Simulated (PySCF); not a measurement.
The scaffold silaethenyl-X carries different groups X. Isolated molecules, 0 K electronic values unless said otherwise. One relaxed conformer stands for each flexible species; it need not be the lowest. Strings in code marks are SMILES.

All values below come from ωB97X-D3(BJ)/def2-TZVP // PBE0-D3(BJ)/def2-TZVP in PySCF. 

A: X = mercapto
B: X = vinyl (`[SiH](C=C)=C` (C–C–Si–C torsion 15°))
C: X = carbamoyl
D: X = selanyl
E: X = difluoromethyl (`C=[SiH]C(F)F` (C–Si–C–F torsion 11°))
F: X = isocyano (`[C-]#[N+][SiH]=C`)

Task: Pick the species with the lowest HOMO.

Result: F (-9.28 eV); next is E (-9.14 eV).
